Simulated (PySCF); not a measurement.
Species: Te(OMe)F5, CH3F5OTe.
Geometry (PBE0-D3(BJ)/def2-SVP, Å), atoms numbered from 1 in this order:
```xyz
11
CH3F5OTe angstrom
Te    -0.4025   -0.1331   -1.0384
O     -0.4226   -0.5076    0.8439
C      0.5502    0.1032    1.6862
H      1.5733   -0.1304    1.3589
H      0.3782   -0.3419    2.6761
H      0.4105    1.1919    1.7432
F     -0.3976    0.2042   -2.8872
F      1.4160   -0.6386   -1.1940
F     -2.2078    0.4051   -0.9958
F      0.1400    1.6613   -0.7625
F     -0.9397   -1.8996   -1.3996
```

Theory: PBE0-D3(BJ)/def2-SVP geometry optimisation, gas phase, def2 core potentials past Kr in PySCF 2.14.0.

Which atoms are bound to Te1, and at what distances?

6 atoms: F7 1.879 Å, F11 1.881 Å, F9 1.884 Å, F8 1.894 Å, F10 1.895 Å, O2 1.919 Å. The nearest atom not counted as bound is C3, at 2.90 Å.

List the angles at Te1.

| angle | degrees | distance of the outer atoms (Å) |
| --- | --- | --- |
| O2–Te1–F7 | 179.0 | 3.80 |
| F10–Te1–F11 | 177.3 | 3.78 |
| F8–Te1–F9 | 176.4 | 3.78 |
| O2–Te1–F10 | 92.6 | 2.76 |
| O2–Te1–F8 | 92.2 | 2.75 |
| O2–Te1–F9 | 91.3 | 2.72 |
| F8–Te1–F11 | 90.4 | 2.68 |
| O2–Te1–F11 | 90.1 | 2.69 |
| F9–Te1–F10 | 90.0 | 2.67 |
| F9–Te1–F11 | 89.9 | 2.66 |
| F8–Te1–F10 | 89.4 | 2.67 |
| F7–Te1–F11 | 88.9 | 2.63 |
| F7–Te1–F9 | 88.5 | 2.63 |
| F7–Te1–F10 | 88.4 | 2.63 |
| F7–Te1–F8 | 88.0 | 2.62 |

What is the shape at Te1?

Octahedral: the three widest angles are 179.0°, 177.3° and 176.4°, the others run from 88.0° to 92.6°. The Te–F distances aren't all alike: 1.879 to 1.895 Å.

What are the other bond lengths?

O2–C3 1.424 Å; C3–H4, C3–H5, C3–H6 1.099 Å.

Give some angles away from the centre.

Te1–O2–C3 119.3°.

Point group: C1 (no symmetry element, even within 0.4 Å). Charge 0, singlet. Whether it is a minimum is left open (no frequencies).
